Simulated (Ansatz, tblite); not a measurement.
Cost and result up the ladder for the cluster Ga₂As₃⁻ (5 atoms). Total charge -1; singlet. Geometry: r2SCAN-D4/def2-SVPD.

Cartesian coordinates in Å:
```
Ga 0.720 0.087 1.343
Ga -1.394 0.270 -0.559
As -1.496 0.791 1.740
As 1.642 -1.229 -0.485
As 0.528 0.082 -2.039
```

Ansatz on 4 threads of Arm Neoverse V2 on a shared host; xTB runs through tblite on one thread. Times are rough, summed over both states, and most runs start from the orbitals of an earlier one. PBE0-D4/def2-TZVPD serves as the yardstick here, not as an exact answer. The other state is a doublet.

The xTB rows come from tblite. HOMO above LUMO, or a gap near zero within one spin, warns that the state may not be the lowest or that an electron is smeared out. The structure comes from a short search, and lower isomers may exist.

Raw xTB energies of ions are shifted by several eV.

| level | functions | wall time |
| --- | --- | --- |
| GFN2-xTB | 45 | 0.013 s |
| GFN1-xTB | 45 | 0.014 s |
| PBE-D4/def2-TZVPD | 270 | 38 s |
| PBE0-D4/def2-TZVPD | 270 | 92 s |

Question: Estimate what each level gives for the vertical IE (eV).

Answer: 
| level | vertical IE (eV) | difference from PBE0-D4/def2-TZVPD (eV) | remarks |
| --- | --- | --- | --- |
| GFN2-xTB | 5.78 | 3.10 | – |
| GFN1-xTB | 6.45 | 3.77 | – |
| PBE-D4/def2-TZVPD | 2.69 | 0.01 | gap within one spin near zero (doublet) |
| PBE0-D4/def2-TZVPD | 2.68 | 0.00 | – |
